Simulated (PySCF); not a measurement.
HOSi, charge +1, multiplicity 1. Atoms are numbered in the order given.

```xyz
3

O      0.0000     0.0000    -0.8959
Si     0.0000     0.0000     0.6450
H      0.0000     0.0000    -1.8630
```
Charge +1, spin multiplicity 1.

Coordinates come from a r2SCAN-D4/def2-TZVPD optimisation. The isomer is the one that the SMILES or the coordinates give; other isomers of the formula were not compared.

Method: PySCF with ωB97X/def2-TZVPD.

Computed frontier levels, gap, dipole moment and polarisability:
```yaml
highest_occupied_level: -19.13 eV
lowest_empty_level: -6.39 eV
orbital_gap: 12.75 eV
dipole_moment_about_the_centre_of_nuclear_charge: 0.050 e·Å
mean_static_polarisability: 22.9 bohr³ (3.40 Å³)
polarisability_principal_values: 21.3, 21.3, 26.1 bohr³
```
